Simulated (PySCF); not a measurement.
SMILES [SiH3]c1ccccc1Cl, singlet, GFN2-xTB optimised geometry.

```
15

Si     1.32     2.13     0.00
C      0.42     0.47     0.00
C      1.09    -0.75     0.00
C      0.40    -1.95     0.00
C     -0.99    -1.95     0.00
C     -1.68    -0.75     0.00
C     -0.96     0.44     0.00
Cl    -1.82     1.94     0.00
H      2.76     1.84     0.02
H      0.95     2.88     1.20
H      0.97     2.87    -1.21
H      2.17    -0.75     0.00
H      0.94    -2.88     0.00
H     -1.53    -2.88     0.00
H     -2.76    -0.73     0.00
```

Density from PBE/def2-TZVP (PySCF) at that geometry.

Minimum of the electron density along straight lines between bonded atoms, close to the bond critical point (lines longer than 1.1 times the sum of covalent radii, or with two minima, are not listed):

```tsv
bond	length / Å	ρ at the minimum / e bohr⁻³	∇²ρ there / e bohr⁻⁵	position (fraction from the first atom)
Si1–C2	1.889	___	0.18	0.39
C2–C3	1.390	0.312	-0.87	0.50
C3–C4	1.384	0.319	-0.92	0.50
C4–C5	1.385	0.318	-0.92	0.50
C5–C6	1.384	0.317	-0.91	0.50
C2–C7	1.389	0.315	-0.89	0.48
C6–C7	1.383	0.320	-0.92	0.48
C7–Cl8	1.730	___	___	0.42
Si1–H9	1.465	0.124	0.18	0.50
Si1–H10	1.462	0.124	0.17	0.50
Si1–H11	1.463	0.124	0.17	0.50
C3–H12	1.080	0.286	-1.01	0.65
C4–H13	1.080	0.285	-1.00	0.64
C5–H14	1.080	0.286	-1.01	0.65
C6–H15	1.079	0.286	-1.01	0.65
```

Question: What belongs in the gaps?

Answer: 
- Si1–C2, ρ at the minimum / e bohr⁻³: 0.116
- C7–Cl8, ρ at the minimum / e bohr⁻³: 0.204
- C7–Cl8, ∇²ρ there / e bohr⁻⁵: -0.30
